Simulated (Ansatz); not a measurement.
Consider the ligand exchange at a Ge–F bond: `[F][GeH2][F]` + `C[SeH]` → `C[Se][GeH2][F]` + H–F.

Program: Ansatz. Geometries: PBE0-D4/def2-TZVP. ΔE: electronic, gas phase. CBS: MP2 limit from def2 TZ/QZ plus the TZ coupled-cluster correction, frozen cores. This one scheme is used for every species. Functionals use def2-TZVPP. For Ge, Se outer-core shells are correlated without core-valence functions, which leaves a few kJ/mol of doubt a bond. Scalar relativity is left out up to krypton. One conformer a species, not always the lowest.

```
          level  ΔE (kJ/mol)
    LDA (SPW92)         -2.7
        BLYP-D4          5.7
        ωB97X-V         12.2
           PBE0          1.7
          BHLYP         17.4
      CAM-B3LYP         20.5
CCSD/def2-TZVPP          9.0
 MP2/def2-QZVPP         -3.5
```

Problem. What does CCSD(T)/CBS give? (Best estimate.)

Solution. Computed: -2.4 kJ/mol. The listed levels differ from it by -0.3, 8.1, 14.6, 4.1, 19.8, 22.9, 11.4, -1.1 kJ/mol.

Largest T1 diagnostic among the species: 0.012.

At CCSD(T), def2-SVP lies +24.8 kJ/mol from the extrapolated value and def2-TZVPP +8.3 kJ/mol. The D4 term adds −9.8 kJ/mol with B3LYP and −5.4 kJ/mol with PBE0; it sums over pairs of atoms, weighted by their polarisabilities, and B3LYP, whose exchange is more repulsive, gets the larger term. In def2-TZVPP, CCSD(T) changes the Hartree–Fock value by −21.9 kJ/mol (the triples alone add −3.2 kJ/mol) and MP2 by −27.5 kJ/mol.

B3LYP here is the variant with VWN-RPA as its local correlation; programs differ in this.
